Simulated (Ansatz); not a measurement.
A run on Br2F2Ti, SMILES `[F][Ti]([F])([Br])[Br]` with other settings.

```yaml
crystal:
  periodic: [false, false, false]
  atoms:
    - {symbol: F, position_ang: [0.051229, -0.362833, 1.772012]}
    - {symbol: Ti, position_ang: [0.094778, -0.094523, 0.060594]}
    - {symbol: F, position_ang: [1.395116, -1.007965, -0.630481]}
    - {symbol: Br, position_ang: [-1.917856, -0.775523, -0.882355]}
    - {symbol: Br, position_ang: [0.426532, 2.167245, -0.361171]}
basis:
  gaussian: {orbitals: def2-mTZVP, fitting: {mean_field: cc-pVTZ-jkfit}, final_grid: {core_spheres: 8, valence_spheres: 7, degree: 23}}
hamiltonian: {xc: {name: B3LYP}}
accuracy: high
```

```sh
$ ansatz run in.yaml --threads 8 --pin off --events-out ev --progress --plain --max-ram 18278MiB
```

It prints (some lines left out):

```
Functional definition: B3LYP
Error: <dir> the basis set cc-pVTZ-JKFIT has no functions for Ti
```
